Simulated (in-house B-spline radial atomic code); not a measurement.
Results of a calculation; reference values are marked as such.
Making a Troullier-Martins s channel for Zn, r_c = 2.12 bohr

Zn, [Ar] 3d10 4s2, non-relativistic LDA (VWN5), spherical and spin-unpolarised, from an all-electron radial atomic-structure program (B-spline basis) (atomic units). The all-electron 4s level is ε = -0.222725 hartree, its outermost node lies just inside 0.87 bohr and its outer maximum at 2.12 bohr.

Inside r_c the pseudo-orbital is u(r) = r^1 exp(p(r)), with p = c0 + c2 r² + c4 r⁴ + … + c12 r¹². The seven coefficients follow from p and its first four derivatives at r_c, from zero curvature of the screened potential at the origin, c4 = −c2²/(2l + 5), and from the norm inside r_c. At r_c the all-electron orbital has P = 0.6574771, P' = -0.001967101, the screened potential V = -0.5650285, V' = 0.579729, V'' = -0.9353493, and the norm inside is Q = 0.3414301.

**Question.** What are p, p' and p'' at r_c?

**Answer.** p = ln(P/r_c^1) = ln(0.6574771/2.12) = -1.17076. p' = P'/P − 1/r_c = -0.00299 − 0.47170 = -0.47469. The radial equation gives p'' = 2(V − ε) − 2(1) p'/r_c − p'² = -0.68461 − (-0.44782) − 0.22533 = -0.46212. Differentiating, p''' = 2V' + 2(1)p'/r_c² − 2(1)p''/r_c − 2p'p'' = 0.94546, and p'''' = 2V'' − 4(1)p'/r_c³ + 4(1)p''/r_c² − 2(1)p'''/r_c − 2p''² − 2p'p''' = -2.5041.

For a trial c2 the five matching conditions are linear in c0, c6, c8, c10 and c12, and c2 is varied until the norm inside r_c equals Q. The root nearest zero gives:

| n | c_n |
| --- | --- |
| 0 | -1.816042 |
| 2 | 0.6459374 |
| 4 | -0.08344701 |
| 6 | -0.05663014 |
| 8 | 0.02099714 |
| 10 | -0.002786214 |
| 12 | 0.0001348023 |

**Question.** Check c4 and p(r_c), and find the screened pseudopotential at the origin.

**Answer.** −c2²/5 = -0.083447, as listed. The terms c_n r_c^n are -1.81604, 2.90310, -1.68560, -5.14118, 8.56736, -5.10944, 1.11103, which sum to -1.17076. Inverting the radial equation, V_l(r) = ε + 1 p'/r + (p'' + p'²)/2, so V_l(0) = ε + (2l + 3) c2 = -0.222725 + 3 × (0.645937) = 1.7151 hartree, finite where the all-electron potential diverges.

Orbitals and screened potentials:

| r (bohr) | P | u | V all-electron | V pseudo |
| --- | --- | --- | --- | --- |
| 0.212 | 0.1192 | 0.0355 | -72.87 | 1.712 |
| 0.53 | -0.2779 | 0.1026 | -14.23 | 1.597 |
| 0.848 | -0.01548 | 0.2069 | -4.862 | 1.054 |
| 1.166 | 0.3155 | 0.3602 | -2.258 | 0.008772 |
| 1.484 | 0.5285 | 0.5255 | -1.27 | -0.8576 |
| 1.802 | 0.6308 | 0.6301 | -0.8105 | -0.8639 |
| 2.12 | 0.6575 | 0.6575 | -0.565 | -0.565 |

Logarithmic derivatives P'/P at R = 2.42 bohr, for energies E around ε:

```csv
E − ε (hartree),all-electron,pseudo
-0.5,0.656535,0.653514
-0.25,0.308948,0.307673
-0.1,0.0447128,0.0444207
0,-0.166582,-0.16658
0.1,-0.417452,-0.417963
0.25,-0.90512,-0.910406
0.5,-2.35171,-2.4158
```

**Question.** With P(R) = 0.6397694 and a norm of 0.4686684 inside R, what slope in energy does norm conservation fix?

**Answer.** d(P'/P)/dE = −2 × (norm inside R)/P(R)² = -2.2901 per hartree·bohr at E = ε, for both atoms, since orbital and norm agree at R. Differences over ±0.1 hartree give -2.3108 (all-electron) and -2.3119 (pseudo), which also hold third-order terms. Half a hartree below ε the two curves differ by -0.0030.
